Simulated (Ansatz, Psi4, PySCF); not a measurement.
cyclohexanone (C6H10O), singlet, geometry from GFN2-xTB. Base run: MP2/6-31G** (PySCF).

The PySCF input:
```python
from pyscf import gto, scf, mp

mol = gto.Mole()
mol.atom = '''
    O     2.253199    0.387474   -0.150590
    C     1.111416    0.214818    0.192485
    C     0.105835    1.336003    0.315463
    C    -1.147624    1.025162   -0.506678
    C    -1.740251   -0.318209   -0.097005
    C    -0.711459   -1.426557   -0.288931
    C     0.547076   -1.144250    0.535743
    H    -0.167164    1.433839    1.369181
    H     0.563393    2.270525   -0.012641
    H    -1.880873    1.821672   -0.365343
    H    -0.883379    0.998155   -1.566146
    H    -2.626733   -0.529311   -0.698208
    H    -2.047472   -0.279800    0.950853
    H    -1.131733   -2.389299    0.008649
    H    -0.440342   -1.492194   -1.344969
    H     1.306607   -1.907141    0.358393
    H     0.292155   -1.148033    1.598487
'''
mol.basis = '6-31g**'
mol.charge = 0
mol.spin = 0
mol.verbose = 4
mol.build()

mf = scf.RHF(mol)
mf.kernel()

pt = mp.MP2(mf)
pt.kernel()
print('E(MP2) = %.10f' % pt.e_tot)
```

The same geometry, method and basis name were run in Ansatz (a quantum-chemistry and plane-wave program) and Psi4 and PySCF, at each program's defaults and at the settings that a row names. The base is PySCF at its defaults. Differences at the defaults can come from grids, fitting, cores and function types together.

```json
[
 {"code and settings": "PySCF, defaults (exact integrals, spherical functions, all electrons correlated)", "ΔE vs base (mEh)": "0.000", "basis functions": "148", "E (Eh)": "-308.94129", "SCF cycles": "10"},
 {"code and settings": "Psi4, defaults (density fitting with its default set, Cartesian functions, all electrons correlated)", "ΔE vs base (mEh)": "-25.410", "basis functions": "155", "E (Eh)": "-308.96670", "SCF cycles": "12"},
 {"code and settings": "Ansatz, defaults (factorised integrals, Cartesian functions, frozen core)", "ΔE vs base (mEh)": "7.669", "basis functions": "155", "E (Eh)": "-308.93362", "SCF cycles": "-"},
 {"code and settings": "PySCF, frozen core", "ΔE vs base (mEh)": "18.598", "basis functions": "148", "E (Eh)": "-308.92269", "SCF cycles": "10"},
 {"code and settings": "Psi4, exact integrals, spherical functions, frozen core", "ΔE vs base (mEh)": "18.597", "basis functions": "148", "E (Eh)": "-308.92269", "SCF cycles": "12"},
 {"code and settings": "Ansatz, high accuracy, frozen core, Cartesian functions as the basis file defines them", "ΔE vs base (mEh)": "7.660", "basis functions": "155", "E (Eh)": "-308.93363", "SCF cycles": "-"}
]
```
